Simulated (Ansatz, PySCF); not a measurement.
Si(F)(Cl)(Me)(OH) (CH4ClFOSi), SMILES C[Si](O)(F)Cl.

Coordinates come from a B3LYP-D3(BJ)/def2-SVP optimisation. The structure was generated by enumeration, and PubChem lists no compound with its InChIKey, so it may never have been made. Other conformers were not sampled.

Vertical ionisation energy (IE) and electron affinity (EA) in eV. Rows of orbital energies are one-electron estimates. Where ΔSCF, EOM or ADC give a negative EA the extra electron is unbound and the value depends on the basis.

| level | IE | EA |
|---|---|---|
| −ε(HOMO), −ε(LUMO), M06-2X/def2-TZVP (PySCF) | 10.66 | -1.21 |
| −ε(HOMO), −ε(LUMO), PBE/def2-TZVP (PySCF) | 7.74 | 0.32 |
| ΔSCF, PBE0/def2-SVPD (Ansatz), final states of multiplicity 2 and 2 | 11.64 | -1.12 |
| ΔSCF, PBE/def2-SVPD (Ansatz), final states of multiplicity 2 and 2 | ? | ? |

### Question
Complete the blanks. (An estimate is asked for; the answer gives what the named calculation found.)

### Answer

- ΔSCF, PBE/def2-SVPD (Ansatz, an electronic-structure program), final states of multiplicity 2 and 2, IE: 11.09
- ΔSCF, PBE/def2-SVPD (Ansatz), final states of multiplicity 2 and 2, EA: -0.92

### Question
What vertical singlet–triplet gap does ΔSCF give with PBE0/def2-SVPD (Ansatz) and with PBE/def2-SVPD (Ansatz)? (An estimate is asked for; the answer gives what the named calculation found.)

### Answer
7.95 and 7.29 eV (triplet above singlet where positive).
